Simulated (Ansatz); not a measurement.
`F[SiH2]SS` + `N[SiH](O)F` → `O[SiH](F)N[SiH2]F` + `SS`  (ligand exchange at the Si–S bond)

Isolated molecules relaxed with PBE0-D4/def2-TZVP in Ansatz; ΔE leaves out vibrations. CCSD(T)/CBS adds triple-zeta CCSD(T) − MP2 to the extrapolated MP2 energy (def2 sets, frozen cores). This one scheme is used for every species. Functionals use def2-TZVPP. B3LYP here is the variant with VWN-RPA as its local correlation; programs differ in this. Each species was taken in one conformer, which may not be the lowest.

```json
{"level": "LDA (SPW92)", "ΔE (kJ/mol)": "-1.8", "difference from CCSD(T)/CBS": "10.0"}
{"level": "BLYP-D4", "ΔE (kJ/mol)": "-9.8", "difference from CCSD(T)/CBS": "2.0"}
{"level": "B3LYP-D4", "ΔE (kJ/mol)": "-12.7", "difference from CCSD(T)/CBS": "-0.9"}
{"level": "BHLYP-D4", "ΔE (kJ/mol)": "-17.3", "difference from CCSD(T)/CBS": "-5.5"}
{"level": "ωB97X-V", "ΔE (kJ/mol)": "-12.6", "difference from CCSD(T)/CBS": "-0.8"}
{"level": "PBE", "ΔE (kJ/mol)": "-1.0", "difference from CCSD(T)/CBS": "10.8"}
{"level": "r2SCANh", "ΔE (kJ/mol)": "-7.9", "difference from CCSD(T)/CBS": "3.9"}
{"level": "LC-ωPBE", "ΔE (kJ/mol)": "-9.9", "difference from CCSD(T)/CBS": "1.9"}
{"level": "RPA@PBE/def2-TZVPP", "ΔE (kJ/mol)": "-18.2", "difference from CCSD(T)/CBS": "-6.4"}
{"level": "MP2/def2-TZVPP", "ΔE (kJ/mol)": "-10.0", "difference from CCSD(T)/CBS": "1.8"}
{"level": "SCS-MP2/def2-TZVPP", "ΔE (kJ/mol)": "-15.0", "difference from CCSD(T)/CBS": "-3.2"}
{"level": "CCSD(T)/def2-TZVPP", "ΔE (kJ/mol)": "-14.8", "difference from CCSD(T)/CBS": "-3.0"}
{"level": "HF/def2-QZVPP", "ΔE (kJ/mol)": "-29.7", "difference from CCSD(T)/CBS": "-17.9"}
{"level": "MP2/def2-QZVPP", "ΔE (kJ/mol)": "-8.9", "difference from CCSD(T)/CBS": "2.9"}
{"level": "HF/CBS(def2)", "ΔE (kJ/mol)": "-30.0", "difference from CCSD(T)/CBS": "-18.2"}
{"level": "CCSD/CBS(def2)", "ΔE (kJ/mol)": "-15.0", "difference from CCSD(T)/CBS": "-3.2"}
{"level": "CCSD(T)/CBS", "ΔE (kJ/mol)": "-11.8", "difference from CCSD(T)/CBS": "0"}
```

Largest T1 diagnostic among the species: 0.012.

In def2-TZVPP, CCSD(T) changes the Hartree–Fock value by +13.1 kJ/mol (the triples alone add +3.2 kJ/mol) and MP2 by +17.8 kJ/mol. Leaving LDA and LC-ωPBE aside and taking each functional with its dispersion term where it has one, the values, not all of them listed here, spread over 17.7 kJ/mol, from CAM-B3LYP-D4 to revPBE-D4. From BLYP to BHLYP (50 % exact exchange), in def2-TZVPP and without D4, ΔE moves by −7.2 kJ/mol.
